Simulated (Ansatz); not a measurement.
SnHMe2Et (C₄H₁₂Sn), relaxed as a singlet with RKS B3LYP-D4/def2-SVP in Ansatz, starting from the GFN2-xTB geometry. Force threshold 0.02 eV/Å.

In the def2 sets Sn takes a core potential; there is no spin–orbit coupling. Another isomer (singlet) lies 0.36 eV lower at PBE0-D4/def2-TZVP; other spin states weren't run for this one.

Start:

```xyz
17

C     0.664   -0.172    2.312
C    -1.711    1.782    0.497
C     0.816   -0.093   -1.317
C     0.773   -1.417   -2.052
Sn   -0.487   -0.027    0.461
H    -1.533   -1.365    0.392
H     0.001   -0.221    3.167
H     1.300    0.701    2.419
H     1.291   -1.056    2.311
H    -2.315    1.857   -0.399
H    -1.075    2.658    0.559
H    -2.370    1.775    1.357
H     1.834    0.120   -0.993
H     0.517    0.711   -1.987
H     1.441   -1.388   -2.912
H     1.086   -2.233   -1.406
H    -0.231   -1.633   -2.407
```

Problem. Estimate the energy that the relaxation releases and the steps that it takes.

Solution. 9.5 kJ/mol, in 21 steps; 50 s on 4 threads of Arm Neoverse V1 on a shared host. The force fell under the threshold at step 8, but the optimiser went on and released 0.021 eV more. No frequencies were taken in this run, so the end may be a saddle point.

Problem. Does the start keep its bonding?

Solution. By distances, no bond broke or formed. The bond that changes most is Sn5–H6, from 1.70 to 1.73 Å (atoms count from 1).

Problem. Predict the relaxed structure.

Solution. 
```xyz
17

C     0.586   -0.417    2.076
C    -1.599    1.976    0.612
C     0.504   -0.048   -1.459
C     1.084   -1.430   -1.769
Sn   -0.692    0.015    0.369
H    -1.934   -1.190    0.272
H    -0.006   -0.440    3.003
H     1.359    0.361    2.169
H     1.079   -1.392    1.948
H    -2.246    2.206   -0.247
H    -0.815    2.745    0.680
H    -2.204    2.006    1.530
H     1.306    0.700   -1.341
H    -0.136    0.307   -2.284
H     1.690   -1.422   -2.692
H     1.736   -1.793   -0.958
H     0.291   -2.183   -1.908
```
Bond lengths: 3 × C–Sn 2.17 to 2.19 Å; 1 × C–C 1.53 Å; 11 × C–H 1.10 Å; 1 × H–Sn 1.73 Å.
